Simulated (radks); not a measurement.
Task: The table gives one normalised radial function P(r) = r R(r) (large component) of Ce+ in [Xe] 4f1 5d2 (r in bohr). Method: Dirac Kohn-Sham, PBE, spin-unpolarised, spherical densities, finite nucleus; open shells fill j = l - 1/2 first; Fermi nuclear charge, rms radius 4.8771 fm; computed with a radial shooting solver on a logarithmic mesh with Libxc functionals.

| r | P |
|---|---|
| 0.00211 | 0.0000 |
| 0.002836 | 0.0000 |
| 0.003844 | 0.0001 |
| 0.005168 | 0.0002 |
| 0.006949 | 0.0003 |
| 0.009342 | 0.0007 |
| 0.01256 | 0.0016 |
| 0.01689 | 0.0034 |
| 0.0227 | 0.0072 |
| 0.03052 | 0.0146 |
| 0.04104 | 0.0285 |
| 0.05562 | 0.0532 |
| 0.07478 | 0.0899 |
| 0.1005 | 0.1356 |
| 0.1352 | 0.1739 |
| 0.1817 | 0.1719 |
| 0.2443 | 0.0939 |
| 0.3285 | -0.0624 |
| 0.4417 | -0.2270 |
| 0.5938 | -0.2758 |
| 0.8048 | -0.1201 |
| 1.082 | 0.1786 |
| 1.455 | 0.4735 |
| 1.956 | 0.6286 |
| 2.629 | 0.6040 |
| 3.535 | 0.4568 |
| 4.753 | 0.2716 |
| 6.39 | 0.1192 |
| 8.592 | 0.0341 |

Which n and l does it have? It may be an empty orbital.

Result: n = 5, l = 2: the number of nodes gives n - l - 1 = 2, the rise at small r points to l (for j = l - 1/2 the large component starts outside the nucleus as r^gamma with gamma = sqrt(l^2 - (Z/c)^2) = 1.95 and the r^(l+1) term takes over further out; the orbital of l - 1 with the same j starts with the same power, but with a larger coefficient, and does not steepen), and the extent must fit the shell. The curve is that of 5d3/2; the two j differ most near the nucleus, where j = l - 1/2 has the larger amplitude, and in heavy atoms j = l - 1/2 is also the more compact. 5d3/2: eigenvalue -7.263 eV, 2 radial nodes at r = 0.295, 0.915 bohr, <r> = 2.82 bohr, 90 % of the charge inside 4.44 bohr.
